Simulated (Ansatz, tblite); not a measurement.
Forces on the cluster Al4Te6⁻ at its PBE-D4/def2-SVP geometry. The state is a doublet with charge -1.

In the def2 sets Te takes a core potential; there is no spin–orbit coupling. The xTB rows come from tblite. At r2SCAN-D4/def2-SVP an occupied level of the charge -1 doublet lies above an empty one (by up to 0.02 eV), so this SCF solution is probably not the lowest. At r2SCAN-D4/def2-SVP the gap within one spin of the charge -1 doublet nearly closes, so an electron or hole may be smeared out by delocalisation error. The geometry of the doublet was relaxed on an unsound state (an occupied level 0.08 eV above an empty one). The structure comes from a short search, and lower isomers may exist.

GFN1-xTB (tblite), largest force 0.53 eV/Å:

```xyz
10
positions Å, forces eV/Å
Al   -1.106   -0.578    1.175    0.174   -0.243    0.043
Al    1.482    0.466    0.725   -0.139    0.233    0.133
Al    0.396   -1.225   -1.131   -0.290   -0.030   -0.173
Al   -0.769    1.336   -0.749    0.204    0.057   -0.266
Te    2.940   -1.158   -0.681   -0.171    0.066    0.088
Te   -0.612    0.184   -3.092    0.103   -0.031    0.522
Te    0.614   -0.184    3.100   -0.068    0.020   -0.343
Te    1.148    2.951   -0.036   -0.150   -0.420   -0.002
Te   -1.143   -2.953    0.067    0.147    0.420   -0.011
Te   -2.951    1.162    0.622    0.190   -0.072    0.008
```

GFN2-xTB (tblite), largest force 0.44 eV/Å:

```
Al 0.300 -0.165 -0.113
Al -0.317 0.170 0.028
Al -0.399 0.175 0.002
Al 0.367 -0.164 -0.170
Te 0.059 0.019 0.059
Te 0.051 -0.016 0.258
Te -0.037 0.011 -0.184
Te -0.047 -0.227 0.019
Te 0.056 0.224 0.026
Te -0.033 -0.027 0.075
```

r2SCAN-D4/def2-SVP (Ansatz), largest force 0.15 eV/Å:

```
Al -0.016 0.021 -0.030
Al 0.003 -0.017 -0.036
Al 0.027 0.038 0.006
Al -0.023 -0.038 0.012
Te -0.129 0.060 0.051
Te 0.021 -0.006 0.106
Te -0.020 0.006 -0.103
Te -0.028 -0.116 -0.001
Te 0.028 0.116 0.002
Te 0.136 -0.063 -0.009
```
